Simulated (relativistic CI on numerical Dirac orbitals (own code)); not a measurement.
## Lu XXXI: q coefficients and field-shift factors

Method of calculation: Dirac-Coulomb-Breit CI, KLI orbitals optimised for each configuration, derivatives by finite differences, unscaled Slater integrals, QED left out (own radial code, finite nucleus).

Configurations in the expansion (outside the closed core [Ar] 3d10): 4s2 4p6 4d5, 4s2 4p5 4d6, 4s2 4p4 4d7, 4s 4p6 4d6, 4p6 4d7, 4s2 4p6 4d4 5s, 4s 4p5 4d7, 4s2 4p6 4d3 5s2. Levels of other configurations are missing.

With x = (α/α₀)² − 1 an excitation energy changes as ω = ω₀ + qx; K = 2q/ω₀ is the relative enhancement. Terms are leading LS components, so labels can repeat. The field-shift factor is F = δν/δ⟨r²⟩ for the transition from the lowest level.

Lowest level 4s2 4p6 4d5 4P_5/2.

| Level | ω₀ (cm⁻¹) | q (cm⁻¹) | K | F (GHz/fm²) |
| --- | --- | --- | --- | --- |
| 4s2 4p6 4d5 6S_5/2 | 78288 | 93480 | 2.39 | 2.4 |
| 4s2 4p6 4d5 4G_7/2 | 117041 | 94600 | 1.62 | 2.46 |
| 4s2 4p6 4d5 4D_3/2 | 117739 | 96690 | 1.64 | 2.14 |
| 4s2 4p6 4d5 4G_11/2 | 126573 | 95600 | 1.51 | 2.88 |
| 4s2 4p6 4d5 4G_9/2 | 136924 | 100800 | 1.47 | 2.81 |
| 4s2 4p6 4d5 4D_5/2 | 141285 | 109700 | 1.55 | 2.66 |
| 4s2 4p6 4d5 4P_1/2 | 144588 | 114000 | 1.58 | 2.46 |
| 4s2 4p6 4d5 2F_7/2 | 159417 | 99470 | 1.25 | 2.32 |
| 4s2 4p6 4d5 2D_5/2 | 191723 | 188400 | 1.97 | 4.49 |
| 4s2 4p6 4d5 2D_3/2 | 192862 | 123600 | 1.28 | 3.38 |
| 4s2 4p6 4d5 4D_7/2 | 214357 | 202500 | 1.89 | 4.74 |
| 4s2 4p6 4d5 2I_11/2 | 222634 | 200900 | 1.8 | 5.37 |
| 4s2 4p6 4d5 4G_9/2 | 226278 | 199100 | 1.76 | 4.91 |

At this charge energies of transitions that change n are usually good to better than 1 %, and those within a shell (Δn = 0) to a few per cent. Terms inside the open d or f shell come out 10 to 20 % too wide with unscaled integrals.
